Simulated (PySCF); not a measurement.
PySCF job for Si(H)(OH)2(SeH) (H4O2SeSi), SMILES O[SiH](O)[SeH], TDA-LC-ωPBE/def2-SVPD. Geometry: PBE-D3(BJ)/def2-SVP. The structure was generated by enumeration, and PubChem lists no compound with its InChIKey, so it may never have been made. Other conformers were not sampled.

```python
import numpy as np
from pyscf import gto, scf, dft, tdscf

mol = gto.M(
    atom='''
    Si   -1.04119374    0.19695021    0.20727358
    O    -1.79274668   -0.66777141   -1.01049030
    O    -1.24395021   -0.38674276    1.76242164
    Se    1.20741340    0.18413361   -0.32096884
    H    -1.69187825    1.53320699    0.20791936
    H    -1.37138945   -1.51252405   -1.24889001
    H    -0.71322312   -1.17474545    1.97735284
    H     1.59472287    0.57233052    1.05927743
    ''',
    basis='def2-SVPD',
    charge=0,
    spin=0,
    max_memory=1600,
    verbose=4,
)
mf = dft.RKS(mol, xc='lc_wpbe').density_fit(auxbasis='def2-universal-jkfit')
mf.grids.level = 3
mf.conv_tol = 1e-9
mf.max_cycle = 100
mf.kernel()
mf.grids = dft.Grids(mol).set(level=1).build(with_non0tab=True)  # coarser grid for the response kernel
td = tdscf.TDA(mf)
td.singlet = True
td.nstates = 10
td.conv_tol = 1e-4
td.positive_eig_threshold = 1e-6
td.kernel(x0=td.get_init_guess(mf, 15))
td.analyze()
tt = tdscf.TDA(mf)
tt.singlet = False
tt.nstates = 4
tt.conv_tol = 1e-4
tt.positive_eig_threshold = 1e-6
tt.kernel(x0=tt.get_init_guess(mf, 9))
tt.analyze(verbose=3)
```

Output:

```
PySCF version 2.14.0

[INPUT] verbose = 4
[INPUT] num. atoms = 8
[INPUT] num. electrons = 68
[INPUT] charge = 0
[INPUT] spin (= nelec alpha-beta = 2S) = 0
[INPUT] symmetry False subgroup None
[INPUT] Mole.unit = angstrom
[INPUT] Symbol           X                Y                Z      unit          X                Y                Z       unit  Magmom
[INPUT]  1 Si    -1.041193740000   0.196950210000   0.207273580000 AA   -1.967571011212   0.372181957076   0.391690299058 Bohr   0.0
[INPUT]  2 O     -1.792746680000  -0.667771410000  -1.010490300000 AA   -3.387800235923  -1.261905078715  -1.909549918530 Bohr   0.0
[INPUT]  3 O     -1.243950210000  -0.386742760000   1.762421640000 AA   -2.350725209495  -0.730837897058   3.330494215607 Bohr   0.0
[INPUT]  4 Se     1.207413400000   0.184133610000  -0.320968840000 AA    2.281680645130   0.347962093227  -0.606543202119 Bohr   0.0
[INPUT]  5 H     -1.691878250000   1.533206990000   0.207919360000 AA   -3.197186528608   2.897341303369   0.392910646395 Bohr   0.0
[INPUT]  6 H     -1.371389450000  -1.512524050000  -1.248890010000 AA   -2.591550470618  -2.858256211318  -2.360060078605 Bohr   0.0
[INPUT]  7 H     -0.713223120000  -1.174745450000   1.977352840000 AA   -1.347796362508  -2.219947166579   3.736655319231 Bohr   0.0
[INPUT]  8 H      1.594722870000   0.572330520000   1.059277430000 AA    3.013589468880   1.081547935530   2.001744232633 Bohr   0.0

nuclear repulsion = 341.849494078921
number of shells = 59
number of NR pGTOs = 231
number of NR cGTOs = 143
basis = def2-SVPD
ecp = {}


******** <class 'pyscf.df.df_jk.DFRKS'> ********
method = DFRKS
initial guess = minao
damping factor = 0
level_shift factor = 0
DIIS = <class 'pyscf.scf.diis.CDIIS'>
diis_start_cycle = 1
diis_space = 8
diis_damp = 0
SCF conv_tol = 1e-09
SCF conv_tol_grad = None
SCF max_cycles = 100
direct_scf = False
XC library pyscf.dft.libxc version 7.1.2
    S. Lehtola, C. Steigemann, M. J. T. Oliveira, and M. A. L. Marques,  SoftwareX 7, 1–5 (2018)
XC functionals = lc_wpbe
    O. A. Vydrov and G. E. Scuseria,  J. Chem. Phys. 125, 234109 (2006)
radial grids:
    Treutler-Ahlrichs [JCP 102, 346 (1995); DOI:10.1063/1.469408] (M4) radial grids

becke partition: Becke, JCP 88, 2547 (1988); DOI:10.1063/1.454033
pruning grids: <function nwchem_prune>
grids dens level: 3
symmetrized grids: False
atomic radii adjust function: <function treutler_atomic_radii_adjust>
small_rho_cutoff = 0
Set gradient conv threshold to 3.16228e-05
Initial guess from minao.
tot grids = 107000
Create RSH-DF object <pyscf.df.df.DF object> for omega=0.4
******** <class 'pyscf.df.df.DF'> ********
auxbasis = auxmol.basis = def2-universal-jkfit
init E= -2842.21648705267
  HOMO = -0.325212827758235  LUMO = -0.00130732661040911  gap/eV = 8.81392
cycle= 1 E= -2842.87897234937  delta_E= -0.662  |g|= 0.873  |ddm|= 3.18
  HOMO = -0.333782228103424  LUMO = 0.0413972405910892  gap/eV = 10.20915
cycle= 2 E= -2842.87874807478  delta_E= 0.000224  |g|= 0.926  |ddm|= 1.61
  HOMO = -0.3642855159004  LUMO = 0.0464549885803942  gap/eV = 11.17682
cycle= 3 E= -2843.03197442946  delta_E= -0.153  |g|= 0.0618  |ddm|= 0.732
  HOMO = -0.369508989236883  LUMO = 0.0501122949760267  gap/eV = 11.41848
cycle= 4 E= -2843.03299021683  delta_E= -0.00102  |g|= 0.0148  |ddm|= 0.11
  HOMO = -0.367646141698498  LUMO = 0.0504149916012229  gap/eV = 11.37602
cycle= 5 E= -2843.03309625034  delta_E= -0.000106  |g|= 0.00514  |ddm|= 0.0477
  HOMO = -0.367961475807788  LUMO = 0.0504175881584059  gap/eV = 11.38467
cycle= 6 E= -2843.03310473188  delta_E= -8.48e-06  |g|= 0.00177  |ddm|= 0.0107
  HOMO = -0.367906953411511  LUMO = 0.0504149286677982  gap/eV = 11.38312
cycle= 7 E= -2843.03310588994  delta_E= -1.16e-06  |g|= 0.000469  |ddm|= 0.00392
  HOMO = -0.367966942061877  LUMO = 0.0504026245425973  gap/eV = 11.38442
cycle= 8 E= -2843.03310603086  delta_E= -1.41e-07  |g|= 0.000126  |ddm|= 0.00131
  HOMO = -0.367963604807022  LUMO = 0.0504021207117176  gap/eV = 11.38431
cycle= 9 E= -2843.03310604473  delta_E= -1.39e-08  |g|= 3.65e-05  |ddm|= 0.000501
  HOMO = -0.367966161075195  LUMO = 0.0504025838421405  gap/eV = 11.38439
cycle= 10 E= -2843.03310604577  delta_E= -1.03e-09  |g|= 1.93e-05  |ddm|= 0.000125
  HOMO = -0.367966331202792  LUMO = 0.0504027227273456  gap/eV = 11.38440
cycle= 11 E= -2843.03310604592  delta_E= -1.58e-10  |g|= 9.71e-06  |ddm|= 4.82e-05
  HOMO = -0.367966048257894  LUMO = 0.0504026631094647  gap/eV = 11.38439
Extra cycle  E= -2843.03310604594  delta_E= -1.68e-11  |g|= 9.93e-06  |ddm|= 2.13e-05
converged SCF energy = -2843.03310604594
tot grids = 33992
Overwritten attributes  positive_eig_threshold  of <class 'pyscf.tdscf.rks.TDA'>


******** <class 'pyscf.tdscf.rks.TDA'> for <class 'pyscf.df.df_jk.DFRKS'> ********
nstates = 10 singlet
deg_eia_thresh = 1.000e-03
wfnsym = None
conv_tol = 0.0001
eigh lindep = 1e-12
eigh level_shift = 0
eigh max_cycle = 100


Excitation energies (eV)
[5.63504209 6.55194118 7.38258658 7.66007906 7.74321423 8.02964355
 8.17948236 8.3264984  8.40085161 8.52761204]

** Singlet excitation energies and oscillator strengths **
Excited State   1:      5.63504 eV    220.02 nm  f=0.0015
      34 -> 35        0.34307
      34 -> 36       -0.36629
      34 -> 38        0.42302
      34 -> 39       -0.16910
      34 -> 41        0.12257
Excited State   2:      6.55194 eV    189.23 nm  f=0.0834
      34 -> 35       -0.49805
      34 -> 36       -0.38102
      34 -> 37       -0.10347
      34 -> 40        0.18171
      34 -> 41        0.14593
      34 -> 45        0.15257
Excited State   3:      7.38259 eV    167.94 nm  f=0.0189
      33 -> 35        0.26527
      33 -> 36       -0.26840
      33 -> 38        0.25959
      33 -> 39       -0.11109
      34 -> 35        0.16479
      34 -> 36       -0.16425
      34 -> 37       -0.13357
      34 -> 38       -0.23091
      34 -> 39        0.22083
      34 -> 42       -0.10356
      34 -> 44       -0.20834
Excited State   4:      7.66008 eV    161.86 nm  f=0.0069
      34 -> 36       -0.12976
      34 -> 37        0.39228
      34 -> 40        0.28883
      34 -> 41       -0.34198
      34 -> 42       -0.11987
      34 -> 43        0.19881
      34 -> 46        0.13302
Excited State   5:      7.74321 eV    160.12 nm  f=0.0234
      33 -> 35        0.44265
      33 -> 38        0.17863
      33 -> 45       -0.10351
      34 -> 35       -0.19405
      34 -> 36        0.21164
      34 -> 38        0.30997
      34 -> 44        0.14225
Excited State   6:      8.02964 eV    154.41 nm  f=0.0095
      33 -> 35       -0.17461
      34 -> 36        0.18549
      34 -> 37       -0.42242
      34 -> 38        0.19925
      34 -> 40        0.31471
      34 -> 41       -0.21283
      34 -> 42       -0.12675
Excited State   7:      8.17948 eV    151.58 nm  f=0.0069
      33 -> 35       -0.23365
      34 -> 37        0.27273
      34 -> 38        0.27664
      34 -> 39        0.42525
      34 -> 43       -0.14076
      34 -> 44       -0.10738
Excited State   8:      8.32650 eV    148.90 nm  f=0.2399
      32 -> 35       -0.19984
      33 -> 35       -0.24053
      33 -> 36       -0.15190
      33 -> 37        0.18494
      33 -> 38        0.30839
      33 -> 39       -0.16249
      33 -> 44        0.12069
      34 -> 39       -0.32615
Excited State   9:      8.40085 eV    147.59 nm  f=0.0993
      33 -> 36        0.27883
      33 -> 37        0.15937
      33 -> 38        0.18307
      33 -> 39       -0.19780
      33 -> 40       -0.17153
      33 -> 44        0.16650
      34 -> 37       -0.10786
      34 -> 39        0.11865
      34 -> 40       -0.11437
      34 -> 41       -0.15400
      34 -> 42        0.15272
      34 -> 43        0.29305
      34 -> 44       -0.11030
      34 -> 45        0.11470
Excited State  10:      8.52761 eV    145.39 nm  f=0.0791
      32 -> 35       -0.44685
      32 -> 36        0.18152
      32 -> 38        0.12862
      33 -> 37        0.11403
      33 -> 38       -0.18916
      33 -> 41       -0.12775
      34 -> 39        0.15473
      34 -> 40       -0.12259
      34 -> 43        0.11183

** Transition electric dipole moments (AU) **
state          X           Y           Z        Dip. S.      Osc.
  1         0.0623      0.0803     -0.0178      0.0107      0.0015
  2         0.0637     -0.6975      0.1699      0.5194      0.0834
  3         0.1926      0.2163     -0.1436      0.1045      0.0189
  4         0.0424     -0.1495      0.1113      0.0365      0.0069
  5         0.0333     -0.3279     -0.1222      0.1236      0.0234
  6        -0.0796     -0.2032     -0.0245      0.0482      0.0095
  7         0.0959     -0.1183      0.1049      0.0342      0.0069
  8        -1.0344     -0.1963      0.2601      1.1762      0.2399
  9         0.5217      0.2946     -0.3513      0.4824      0.0993
 10         0.4391      0.3167     -0.2922      0.3785      0.0791

** Transition velocity dipole moments (imaginary part, AU) **
state          X           Y           Z        Dip. S.      Osc.
  1         0.0081      0.0433     -0.0080      0.0020      0.0065
  2         0.0106     -0.1809      0.0471      0.0351      0.0971
  3         0.0665      0.0169     -0.0261      0.0054      0.0132
  4         0.0148     -0.0203      0.0280      0.0014      0.0033
  5         0.0820     -0.0410     -0.0554      0.0115      0.0269
  6        -0.0403     -0.0504      0.0069      0.0042      0.0095
  7         0.0172     -0.0154      0.0146      0.0007      0.0017
  8        -0.2646     -0.0353      0.0569      0.0745      0.1622
  9         0.1406      0.0424     -0.0788      0.0278      0.0600
 10         0.1212      0.0586     -0.0994      0.0280      0.0596

** Transition magnetic dipole moments (imaginary part, AU) **
state          X           Y           Z
  1         0.3278     -0.1325     -0.4444
  2         0.0394      0.1228      0.5294
  3        -0.0962     -0.2063     -0.3203
  4        -0.0853     -0.1856      0.1550
  5         0.1650     -0.1695      0.1842
  6        -0.0698      0.0678      0.2295
  7         0.0901      0.2317      0.1952
  8        -0.0472      0.6912      0.4071
  9        -0.0454     -0.3161      0.2029
 10        -0.7205      0.9387     -0.5981


******** <class 'pyscf.tdscf.rks.TDA'> for <class 'pyscf.df.df_jk.DFRKS'> ********
nstates = 4 triplet
deg_eia_thresh = 1.000e-03
wfnsym = None
conv_tol = 0.0001
eigh lindep = 1e-12
eigh level_shift = 0
eigh max_cycle = 100


Excitation energies (eV)
[5.12007084 6.04415776 6.52228774 6.85642387]

** Triplet excitation energies and oscillator strengths **
Excited State   1:      5.12007 eV    242.15 nm  f=0.0000
Excited State   2:      6.04416 eV    205.13 nm  f=0.0000
Excited State   3:      6.52229 eV    190.09 nm  f=0.0000
Excited State   4:      6.85642 eV    180.83 nm  f=0.0000
```

The run converged.

Cost: about 2.1 core-minutes (a rough figure).
